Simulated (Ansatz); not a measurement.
Ligand exchange: Sc(CH3)(NH2)2 + CH5NO → Sc(NH2)3 + C2H6O

Species: Sc(CH3)(NH2)2, singlet; CH5NO `CON`, singlet; Sc(NH2)3, singlet; C2H6O (dimethyl ether) `COC`, singlet. The partners trade CH3 for NH2: Sc–CH3 and O–NH2 bonds give way to Sc–NH2 and O–CH3.

Shapes, held fixed at every level: PBE0-D4/def2-TZVP. Flexible molecules stand in one conformer, not always the lowest. Programs: Ansatz 0.2.0. Electronic energies: no zero-point or thermal term.

```csv
level,kind,ΔE (kJ/mol),less CCSD(T)/def2-TZVPP,CPU time (sum over the molecules)
SPW92/def2-TZVPP,LDA,-249.1,+6.1,13 s
B3LYP-D4/def2-TZVPP,global hybrid,-252.3,+2.9,42 s
r2SCAN0-D4/def2-TZVPP,global hybrid,-254.8,+0.4,50 s
wB97X-V/def2-TZVPP,range-separated hybrid,-248.2,+7.0,81 s
B2PLYP/def2-TZVPP,double hybrid,-257.8,-2.6,60 s
CCSD(T)/def2-SVP,coupled cluster or CI,-247.2,+8.0,47 s
CCSD(T)/def2-TZVPP,coupled cluster or CI,-255.2,0.0,20 min
```

The highest level, CCSD(T)/def2-TZVPP, gives ΔE = -255.2 kJ/mol; the levels span -257.8 to -247.2. The column of differences is taken from that level and isn't an error. No measured value is set beside it here. Outer-core shells of Sc are correlated in most correlated rows, in sets that cover them unevenly. Times are processor times on shared x86 and Arm servers, and rough.
